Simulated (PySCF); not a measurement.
## How methods differ on the excitation energy of Cu

Cu [Ar] 3d10 4s1 (2S) → Cu [Ar] 3d9 4s1 4p1 (high-spin determinant), as a difference of total energies. Computed with PySCF 2.14 in ANO-RCC-VTZP (6s5p3d2f1g, 59 functions), with scalar relativity by spin-free X2C-1e. Correlated levels: valence: [Ar] frozen; valence and next inner shell: [Ne] frozen. The calculations carry no spin-orbit coupling.

```
                                method  excitation energy (eV)
                                   UHF                   2.231
                                   LDA                   6.311
                                   PBE                   5.710
                                  PBE0                   4.994
                                r2SCAN                   4.964
                                M06-2X                   4.793
                             CAM-B3LYP                   5.267
                     SCS-MP2 (valence)                   5.425
    MP2 (valence and next inner shell)                   6.415
SCS-MP2 (valence and next inner shell)                   5.916
```

Estimate what B2PLYP gives.

5.389 eV, closest to SCS-MP2 (valence) among the rows shown.

Estimate what MP2 (valence) gives.

5.774 eV, closest to PBE among the rows shown.

A first-order spin-orbit estimate (lowest level to lowest level, LS coupling) adds -0.086 eV.

The basis was made for the ground configuration and has no added diffuse functions, so the excitation energy can come out too high.

The determinant of the upper state mixes LS terms, which raises its energy above the lowest term, most at the Hartree-Fock and MP2 levels.
